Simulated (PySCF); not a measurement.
Which determinant of AsF lies lowest?

Unrestricted PBE0; As aug-pcseg-1, F aug-pcseg-1; no relativity (PySCF 2.14). Outer shells of the fragments: As 3d10 4s2 4p3; F 2s2 2p5.

Followed along the bond (rough minima from three points):

| 2Ms+1 | unpaired | ⟨S²⟩ at the start | R at minimum (Å) | Te (eV) |
| --- | --- | --- | --- | --- |
| 3 | π ↑↑ | 2.00 | 1.79 | 0.00 |
| 1 | π ↑↓ | 1.01 | 1.79 | 0.35 |
| 1 | none | 0.00 | 1.78 | 1.41 |
| 5 | σ ↑↑, π ↑↑ | 6.00 | none in the scan | ≤ 6.01 |

Solutions found at the starting distance of 1.790 Å, counted from the lowest of them; the search is not exhaustive and high or unbound solutions are not listed, so other states can lie among these:

| 2Ms+1 | unpaired | term | E (eV) | ⟨S²⟩ | ⟨Lz²⟩ | μ (D) |
| --- | --- | --- | --- | --- | --- | --- |
| 3 | π ↑↑ | ³Σ⁻ | 0.00 | 2.00 | 0.00 | -1.92 |
| 1 | π ↑↓ | mixed | 0.35 | 1.01 | 2.02 | -1.87 |
| 1 | none | mixed | 1.41 | 0.00 | 2.00 | -1.70 |
| 3 | σ ↑, π ↑ | ³Π | 3.35 | 2.00 | 1.01 | -1.36 |
| 1 | σ ↓, π ↑ | mixed | 3.68 | 1.01 | 1.01 | -1.25 |
| 3 | σ ↑, π ↑ | ³Π | 6.28 | 2.01 | 1.01 | -0.47 |
| 5 | σ ↑↑, π ↑↑ | ⁵Σ⁻ | 6.81 | 6.00 | 0.00 | -0.32 |
| 1 | σ ↓, π ↑ | mixed | 6.82 | 1.02 | 1.01 | 0.00 |
| 3 | π ↑↑ | mixed | 7.43 | 2.01 | 2.01 | 2.44 |
| 3 | π ↑↑ | mixed | 7.45 | 2.00 | 2.01 | -0.46 |

A term symbol is given only where ⟨S²⟩ and ⟨Lz²⟩ are close to those of a pure state; real π, δ and φ orbitals otherwise mix terms. A positive dipole means As(−)F(+).

Spin–orbit coupling is left out. Counting both spins, an empty level lies below a filled one in some of these solutions, because spin and occupation are held.
